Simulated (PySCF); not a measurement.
## Worked example: chemical shift, span and skew from a shielding tensor

C2H9NSi2, SMILES N1(C[SiH2]C1)[SiH3]. Atoms are numbered in the order given.

```xyz
14

Si     2.1259     0.0362     0.0000
N      0.3881     0.0641     0.0000
C     -0.4816    -0.1270     1.1821
Si    -1.9678     0.0694     0.0000
C     -0.4816    -0.1270    -1.1821
H      2.7328    -1.3377     0.0000
H      2.6028     0.7379    -1.2279
H      2.6028     0.7379     1.2279
H     -0.3287     0.6309     1.9694
H     -0.3984    -1.1281     1.6517
H     -2.5944     1.4221     0.0000
H     -3.0402    -0.9685     0.0000
H     -0.3287     0.6309    -1.9694
H     -0.3984    -1.1281    -1.6517
```

Coordinates come from a B3LYP-D3(BJ)/def2-SVP optimisation. The structure was generated by enumeration, and PubChem lists no compound with its InChIKey, so it may never have been made.

GIAO shieldings from PBE/pcSseg-1 (PySCF), non-relativistic, no solvent. The symmetric part of the tensor of Si1 has the principal values 340.3, 346.9, 475.6 ppm. The same nucleus in TMS has σ = 335.4 ppm at this level (PySCF, at its B3LYP-D3(BJ)/def2-TZVP geometry).

Problem. Work out the isotropic shielding, the ²⁹Si shift against TMS, the span and the skew.

Solution. 
σ(iso) = (σ11 + σ22 + σ33)/3 = 387.6 ppm. δ = σ(ref) − σ(iso) = 335.4 − (387.6) = -52.2 ppm.
Span Ω = σ33 − σ11 = 135.3 ppm. Skew κ = 3(σ(iso) − σ22)/Ω = 0.90. Tumbling in solution averages the tensor to δ; in a static solid the shielding alone would spread this spin-1/2 line over Ω.
